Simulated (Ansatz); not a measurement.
Dissociation curve of C₂H₁₀Al₂O₆, singlet. The O3–C17 bond (O3 also carries Al, Al; C17 carries H, H, H) is pulled apart rigidly from the PBE0/def2-SVP optimised geometry.

Method: unrestricted PBE0/def2-SVP run with Ansatz (a quantum-chemistry and plane-wave program).

Question: Relative to R = 1.42 Å, what are the energies at R = 1.52, 1.59, 1.73, 4.11 Å?

Answer: 3.8 kcal/mol at 1.52 Å, 9.5 kcal/mol at 1.59 Å, 24.3 kcal/mol at 1.73 Å, 115.6 kcal/mol at 4.11 Å.

The unrestricted determinant behind UKS-PBE0 is spin-contaminated at 2.34 to 4.11 Å (<S²> up to 1.0, against 0.00 for a pure singlet).
